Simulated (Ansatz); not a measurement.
Al6As6H18, a cluster cut from wurtzite AlAs (hydrogen-capped). The state is a singlet with charge 0. Geometry PBE-D4/def2-SVP.

```csv
atom,x (Å),y (Å),z (Å)
As1,-0.558,-2.423,-1.487
Al2,-1.836,-1.958,0.642
Al3,2.143,-2.077,1.471
As4,-0.116,-1.260,2.250
As5,-2.886,0.203,-0.139
Al6,-0.647,1.063,3.085
Al7,1.251,-0.860,-2.305
As8,2.545,-0.313,-0.291
As9,-0.254,1.139,-2.653
Al10,-1.477,2.216,-0.723
Al11,2.506,2.186,0.074
As12,0.192,2.339,1.074
H13,0.011,-3.831,-1.415
H14,-1.558,-2.653,-2.619
H15,-2.926,-3.085,0.938
H16,1.874,-3.461,0.681
H17,3.221,-1.949,2.648
H18,-0.492,-2.188,3.404
H19,-3.819,-0.100,-1.311
H20,-3.941,0.623,0.872
H21,-2.257,1.196,3.069
H22,0.235,1.409,4.377
H23,1.901,-1.365,-3.672
H24,3.945,-0.609,-0.828
H25,-1.265,0.808,-3.750
H26,0.526,2.212,-3.396
H27,-2.365,3.454,-1.199
H28,3.613,2.610,1.152
H29,2.412,2.861,-1.391
H30,0.022,3.812,1.443
```

The 6-31G sets use Cartesian d functions. B3LYP takes the VWN-RPA correlation. Single mean-field runs in def2-TZVP are fitted with def2-universal-jkfit.

Task: Estimate the orbital energies around the gap (eV) in Ansatz with HF/STO-3G, BLYP-D4/def2-TZVP, r2SCANh-D4/def2-TZVP, B3LYP-D4/6-31G, PBE0-D4/def2-SVP.

Result: 
```json
{"orbital": "HOMO−9", "HF/STO-3G": "-8.56", "BLYP-D4/def2-TZVP": "-7.14", "r2SCANh-D4/def2-TZVP": "-8.01", "B3LYP-D4/6-31G": "-8.28", "PBE0-D4/def2-SVP": "-8.45"}
{"orbital": "HOMO−8", "HF/STO-3G": "-8.44", "BLYP-D4/def2-TZVP": "-7.14", "r2SCANh-D4/def2-TZVP": "-8.01", "B3LYP-D4/6-31G": "-8.28", "PBE0-D4/def2-SVP": "-8.44"}
{"orbital": "HOMO−7", "HF/STO-3G": "-8.43", "BLYP-D4/def2-TZVP": "-6.97", "r2SCANh-D4/def2-TZVP": "-7.82", "B3LYP-D4/6-31G": "-8.10", "PBE0-D4/def2-SVP": "-8.25"}
{"orbital": "HOMO−6", "HF/STO-3G": "-8.43", "BLYP-D4/def2-TZVP": "-6.97", "r2SCANh-D4/def2-TZVP": "-7.82", "B3LYP-D4/6-31G": "-8.09", "PBE0-D4/def2-SVP": "-8.25"}
{"orbital": "HOMO−5", "HF/STO-3G": "-6.97", "BLYP-D4/def2-TZVP": "-6.46", "r2SCANh-D4/def2-TZVP": "-7.27", "B3LYP-D4/6-31G": "-7.47", "PBE0-D4/def2-SVP": "-7.67"}
{"orbital": "HOMO−4", "HF/STO-3G": "-6.97", "BLYP-D4/def2-TZVP": "-6.46", "r2SCANh-D4/def2-TZVP": "-7.27", "B3LYP-D4/6-31G": "-7.47", "PBE0-D4/def2-SVP": "-7.67"}
{"orbital": "HOMO−3", "HF/STO-3G": "-6.94", "BLYP-D4/def2-TZVP": "-6.36", "r2SCANh-D4/def2-TZVP": "-7.17", "B3LYP-D4/6-31G": "-7.30", "PBE0-D4/def2-SVP": "-7.55"}
{"orbital": "HOMO−2", "HF/STO-3G": "-6.49", "BLYP-D4/def2-TZVP": "-6.25", "r2SCANh-D4/def2-TZVP": "-7.03", "B3LYP-D4/6-31G": "-7.26", "PBE0-D4/def2-SVP": "-7.44"}
{"orbital": "HOMO−1", "HF/STO-3G": "-6.48", "BLYP-D4/def2-TZVP": "-6.16", "r2SCANh-D4/def2-TZVP": "-6.93", "B3LYP-D4/6-31G": "-7.09", "PBE0-D4/def2-SVP": "-7.32"}
{"orbital": "HOMO", "HF/STO-3G": "-6.48", "BLYP-D4/def2-TZVP": "-6.15", "r2SCANh-D4/def2-TZVP": "-6.93", "B3LYP-D4/6-31G": "-7.09", "PBE0-D4/def2-SVP": "-7.31"}
{"orbital": "LUMO", "HF/STO-3G": "8.45", "BLYP-D4/def2-TZVP": "-2.39", "r2SCANh-D4/def2-TZVP": "-2.17", "B3LYP-D4/6-31G": "-1.57", "PBE0-D4/def2-SVP": "-1.77"}
{"orbital": "LUMO+1", "HF/STO-3G": "9.02", "BLYP-D4/def2-TZVP": "-2.05", "r2SCANh-D4/def2-TZVP": "-1.83", "B3LYP-D4/6-31G": "-1.18", "PBE0-D4/def2-SVP": "-1.45"}
{"orbital": "LUMO+2", "HF/STO-3G": "9.09", "BLYP-D4/def2-TZVP": "-1.67", "r2SCANh-D4/def2-TZVP": "-1.36", "B3LYP-D4/6-31G": "-1.18", "PBE0-D4/def2-SVP": "-1.07"}
{"orbital": "LUMO+3", "HF/STO-3G": "9.11", "BLYP-D4/def2-TZVP": "-1.67", "r2SCANh-D4/def2-TZVP": "-1.36", "B3LYP-D4/6-31G": "-0.95", "PBE0-D4/def2-SVP": "-1.06"}
{"orbital": "LUMO+4", "HF/STO-3G": "9.96", "BLYP-D4/def2-TZVP": "-1.42", "r2SCANh-D4/def2-TZVP": "-1.16", "B3LYP-D4/6-31G": "-0.80", "PBE0-D4/def2-SVP": "-0.80"}
{"orbital": "LUMO+5", "HF/STO-3G": "9.97", "BLYP-D4/def2-TZVP": "-1.42", "r2SCANh-D4/def2-TZVP": "-1.15", "B3LYP-D4/6-31G": "-0.79", "PBE0-D4/def2-SVP": "-0.80"}
```
